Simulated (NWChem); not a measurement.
Species: MoH2O4; SMILES [Mo]([OH])([OH])(=[O])=[O]

```xyz
7

Mo     0.0000     0.0000     0.0391
O      0.0000     1.3334     1.0501
O      0.0000    -1.3334     1.0501
O      1.5087     0.0000    -1.0482
H      2.4483     0.0000    -0.8363
O     -1.5087     0.0000    -1.0482
H     -2.4483     0.0000    -0.8363
```
Atoms are numbered in this order, from 1.

All runs: NWChem. Coordinates come from a PBE0/def2-SVP optimisation. No frequency run checked for a minimum. def2 effective core potentials on Mo; no spin-orbit coupling. Level PBE/def2-SVPD: energy and gradient; each run changes one setting, and changes count from the defaults (medium grid, exact Coulomb integrals, symmetry on).

```tsv
setting	size of the energy change (μHa)	largest change of a gradient component (μHa/bohr)	time, defaults = 1 (rough)
defaults	< 10	< 30	about 1
coarse grid	200	600	about 1
tight SCF thresholds and tolerances	< 10	80	about 1
symmetry off	< 10	other frame	2
Coulomb fitting, Weigend set	200	80	0.3
Becke weights	20	100	about 1
```
